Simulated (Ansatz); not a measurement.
Ansatz (a quantum-chemistry and plane-wave program) input (wB97X-V/def2-TZVPD):

Ansatz 0.2 input:
```yaml
crystal:
  periodic: [false, false, false]
  atoms:
    - {symbol: V, position_ang: [-0.00000000, 0.00000000, 0.00000000]}
    - {symbol: C, position_ang: [1.73605136, -0.32372041, -0.98362771]}
    - {symbol: H, position_ang: [2.31421952, -1.14519543, -0.55232959]}
    - {symbol: H, position_ang: [2.35720693, 0.57396926, -1.04225108]}
    - {symbol: H, position_ang: [1.41996823, -0.60453457, -1.99675613]}
    - {symbol: C, position_ang: [0.52212956, 0.52311827, 1.88146770]}
    - {symbol: H, position_ang: [-0.43755218, 0.69128212, 2.38735921]}
    - {symbol: H, position_ang: [1.10551230, 1.44715848, 1.91199566]}
    - {symbol: H, position_ang: [1.06252489, -0.27200621, 2.40191715]}
    - {symbol: C, position_ang: [-1.09032728, 1.45052929, -0.89069857]}
    - {symbol: H, position_ang: [-2.00644886, 1.68226493, -0.34102819]}
    - {symbol: H, position_ang: [-1.33334425, 1.21270336, -1.92968811]}
    - {symbol: H, position_ang: [-0.43189333, 2.32875641, -0.87130283]}
    - {symbol: C, position_ang: [-1.16785364, -1.64992715, -0.00714142]}
    - {symbol: H, position_ang: [-1.41328296, -1.98422798, -1.01863789]}
    - {symbol: H, position_ang: [-2.08638756, -1.51466642, 0.57002203]}
    - {symbol: H, position_ang: [-0.55052272, -2.41550395, 0.48069975]}
basis:
  gaussian:
    orbitals: def2-TZVPD
hamiltonian:
  xc: {name: wB97X-V}
magnetization: {spin_polarized: true, initial_magnetization: 1}
output: {forces: true}
```

Output:

```
Functional definition: wB97X-V
integrals: 0.44 GiB planned
1800 factors; their error is unknown
integrals: 0.48 GiB planned
695 factors; integrals over basis functions are off by at most 1.9e-6 eV
0.53 GiB of the device are held for the grids
2.68 GiB of device memory are held for the factors and their scratch space
mean field: 3.67 GiB planned
mean field evaluation 1: about -30016.0135 eV, gradient 5.0e1 eV
mean field evaluation 2: about -30005.5299 eV, gradient 8.5e1 eV
mean field evaluation 4: about -30026.4705 eV, gradient 4.3e0 eV
mean field evaluation 8: about -30026.5683 eV, gradient 1.6e-1 eV
mean field evaluation 16: about -30026.6141 eV, gradient 6.2e-4 eV
mean field evaluation 32: about -30026.3934 eV, gradient 4.9e0 eV
mean field -30026.61411355 eV, -1103.4577159028 hartree, gradient 1.6e-5 eV, S^2 0.765798; 3 other end points of the search recorded, 0 dependent functions left out
the calculation of the forces begins
reference -30026.61411068 eV, -1103.4577157974 hartree; 30, 29 occupied and 274, 275 virtual orbitals, 1800 factors
Total energy: -30026.61411068 eV, -1103.4577157974 hartree
Atom 0 at    -0.000000     0.000000     0.000000 Å, force    -0.000000    -0.000000    -0.000000 eV/Å
Atom 1 at     1.736051    -0.323720    -0.983628 Å, force    -0.222128     0.050780     0.158698 eV/Å
Atom 2 at     2.314220    -1.145195    -0.552330 Å, force     0.054513    -0.055465     0.014209 eV/Å
Atom 3 at     2.357207     0.573969    -1.042251 Å, force     0.057201     0.052040    -0.016428 eV/Å
Atom 4 at     1.419968    -0.604535    -1.996756 Å, force    -0.004950    -0.022600    -0.079737 eV/Å
Atom 5 at     0.522130     0.523118     1.881468 Å, force    -0.042988    -0.074189    -0.264107 eV/Å
Atom 6 at    -0.437552     0.691282     2.387359 Å, force    -0.061349     0.016745     0.053377 eV/Å
Atom 7 at     1.105512     1.447158     1.911996 Å, force     0.040290     0.063836     0.023484 eV/Å
Atom 8 at     1.062525    -0.272006     2.401917 Å, force     0.037602    -0.043668     0.054121 eV/Å
Atom 9 at    -1.090327     1.450529    -0.890699 Å, force     0.126838    -0.217064     0.117898 eV/Å
Atom 10 at    -2.006449     1.682265    -0.341028 Å, force    -0.067907     0.032091     0.024671 eV/Å
Atom 11 at    -1.333344     1.212703    -1.929688 Å, force    -0.025816     0.002728    -0.074673 eV/Å
Atom 12 at    -0.431893     2.328756    -0.871303 Å, force     0.034951     0.074952    -0.007345 eV/Å
Atom 13 at    -1.167854    -1.649927    -0.007141 Å, force     0.138278     0.240474    -0.012489 eV/Å
Atom 14 at    -1.413283    -1.984228    -1.018638 Å, force    -0.026896    -0.040462    -0.062365 eV/Å
Atom 15 at    -2.086388    -1.514666     0.570022 Å, force    -0.068987    -0.011099     0.036980 eV/Å
Atom 16 at    -0.550523    -2.415504     0.480700 Å, force     0.031349    -0.069098     0.033706 eV/Å
Dipole moment:     0.000000     0.000000     0.000000 e Å
```

The spin state was set by rule; other spins were not relaxed.
